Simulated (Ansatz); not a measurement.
C$_{4}$H$_{8}$Si, SMILES `CC#C[SiH2]C` at its PBE0-D4/def2-TZVP geometry, where that method's forces vanish. The species carries charge 0 and has multiplicity 1.

```xyz
13

C    -0.1071   -1.6068   -2.5135
C     0.1672   -0.9384   -1.2591
C     0.4000   -0.3817   -0.2109
Si    0.7326    0.4668    1.3644
C    -0.6758    1.6092    1.8096
H     0.7699   -1.5850   -3.1653
H    -0.9328   -1.1224   -3.0407
H    -0.3789   -2.6520   -2.3463
H     0.9226   -0.5578    2.4260
H     1.9996    1.2351    1.2324
H    -0.8169    2.3658    1.0349
H    -0.4732    2.1183    2.7549
H    -1.6073    1.0489    1.9135
```

(1) What forces (eV/Å) does ωB97M-V/def2-TZVPP give on these atoms in Ansatz? (Estimate.)

## Answers

(1) Computed: 
```
C1  -0.086 -0.211 -0.396
C2   0.123  0.299  0.561
C3  -0.092 -0.201 -0.386
Si4  0.164  0.058  0.235
C5  -0.011  0.009  0.004
H6  -0.085  0.001  0.069
H7   0.082 -0.044  0.057
H8   0.028  0.105 -0.011
H9  -0.025  0.117 -0.123
H10 -0.147 -0.087  0.013
H11  0.007 -0.052  0.056
H12 -0.021 -0.035 -0.071
H13  0.064  0.043 -0.008
```
